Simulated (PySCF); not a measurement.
## Atomic charges against the basis set

C2H5NO2Si.
SMILES with atom numbers: `[O:1]=[CH:2]/[CH:3]=[N:4]\[SiH2:5][OH:6]` (hydrogens: H7 on C2; H8 on C3; H9, H10 on Si5; H11 on O6)

PBE0 throughout (PySCF), one geometry, spherical d and f functions. The structure is a single PBE0-D3(BJ)/def2-SVP conformer in the gas phase; no vibrational or solvent corrections. The first 7 of 10 kinds of atom are listed.

Mulliken charges (e):

```json
{"basis": "STO-3G", "functions": "39", "O1": "-0.177", "C2": "+0.078", "C3": "-0.002", "N4": "-0.383", "Si5": "+0.807", "O6": "-0.441", "H7": "+0.070"}
{"basis": "6-31G", "functions": "68", "O1": "-0.361", "C2": "+0.172", "C3": "+0.025", "N4": "-0.588", "Si5": "+1.005", "O6": "-0.795", "H7": "+0.171"}
{"basis": "pcSseg-0", "functions": "68", "O1": "-0.429", "C2": "+0.193", "C3": "+0.041", "N4": "-0.797", "Si5": "+1.129", "O6": "-0.839", "H7": "+0.237"}
{"basis": "6-31G*", "functions": "98", "O1": "-0.346", "C2": "+0.188", "C3": "-0.009", "N4": "-0.449", "Si5": "+0.742", "O6": "-0.736", "H7": "+0.160"}
{"basis": "cc-pVDZ", "functions": "113", "O1": "-0.175", "C2": "+0.161", "C3": "+0.049", "N4": "-0.291", "Si5": "+0.520", "O6": "-0.356", "H7": "+0.030"}
{"basis": "def2-SVP", "functions": "113", "O1": "-0.195", "C2": "+0.161", "C3": "+0.019", "N4": "-0.316", "Si5": "+0.647", "O6": "-0.414", "H7": "+0.039"}
{"basis": "aug-cc-pVDZ", "functions": "187", "O1": "-0.452", "C2": "+0.710", "C3": "+0.480", "N4": "-0.531", "Si5": "+0.342", "O6": "-0.742", "H7": "-0.220"}
{"basis": "6-311+G(2d,p)", "functions": "200", "O1": "-0.312", "C2": "+0.153", "C3": "+0.021", "N4": "-0.539", "Si5": "+0.892", "O6": "-0.631", "H7": "+0.127"}
{"basis": "def2-TZVP", "functions": "222", "O1": "-0.252", "C2": "+0.153", "C3": "-0.057", "N4": "-0.245", "Si5": "+0.478", "O6": "-0.554", "H7": "+0.099"}
{"basis": "cc-pVTZ", "functions": "254", "O1": "-0.228", "C2": "+0.146", "C3": "-0.036", "N4": "-0.238", "Si5": "+0.408", "O6": "-0.367", "H7": "+0.089"}
{"basis": "IGLO-III", "functions": "269", "O1": "-0.352", "C2": "+0.262", "C3": "+0.031", "N4": "-0.506", "Si5": "+1.118", "O6": "-0.646", "H7": "+0.080"}
```

IAO charges (e):

```csv
basis,functions,O1,C2,C3,N4,Si5,O6,H7
STO-3G,39,-0.175,+0.047,-0.073,-0.388,+0.939,-0.583,+0.105
6-31G,68,-0.324,+0.173,-0.022,-0.448,+0.918,-0.753,+0.135
pcSseg-0,68,-0.320,+0.174,-0.022,-0.445,+0.935,-0.734,+0.128
6-31G*,98,-0.339,+0.216,0.000,-0.483,+1.055,-0.782,+0.115
cc-pVDZ,113,-0.334,+0.212,-0.004,-0.472,+1.042,-0.780,+0.114
def2-SVP,113,-0.334,+0.213,-0.001,-0.473,+1.056,-0.777,+0.112
aug-cc-pVDZ,187,-0.347,+0.217,-0.004,-0.481,+1.053,-0.806,+0.120
"6-311+G(2d,p)",200,-0.348,+0.218,-0.002,-0.491,+1.087,-0.814,+0.120
def2-TZVP,222,-0.348,+0.220,-0.002,-0.493,+1.099,-0.814,+0.119
cc-pVTZ,254,-0.346,+0.219,-0.003,-0.487,+1.085,-0.809,+0.118
IGLO-III,269,-0.348,+0.218,-0.003,-0.492,+1.096,-0.817,+0.120
```

Which scheme is steadiest as the basis changes?

Largest range over the bases for any column: IAO 0.23 e, Mulliken 0.79 e. IAO charges move least and Mulliken charges most, counted in e. Without the minimal STO-3G basis the ranges are IAO 0.18, Mulliken 0.79 e.

How much do the charges still move between the two largest bases, cc-pVTZ and IGLO-III?

At most, over all atoms: Mulliken 0.710 e, IAO 0.011 e.

What do the same runs give for the total energy, the frontier levels and the dipole moment?

```tsv
basis	energy (Eh)	HOMO (eV)	LUMO (eV)	μ (D)
STO-3G	-566.3466	-3.96	0.78	1.57
6-31G	-573.3116	-7.32	-2.89	3.91
pcSseg-0	-572.4493	-7.42	-3.04	3.90
6-31G*	-573.4594	-7.25	-2.67	3.34
cc-pVDZ	-573.4993	-7.23	-2.68	3.19
def2-SVP	-573.1835	-7.34	-2.81	3.27
aug-cc-pVDZ	-573.5270	-7.46	-3.00	3.36
6-311+G(2d,p)	-573.5933	-7.52	-3.04	3.46
def2-TZVP	-573.6217	-7.46	-2.97	3.39
cc-pVTZ	-573.6101	-7.40	-2.90	3.31
IGLO-III	-573.6267	-7.49	-3.01	3.37
```

The dipole is fixed by the density alone, so its range of 2.34 D shows that the density itself changes with the basis, not only its division among atoms.
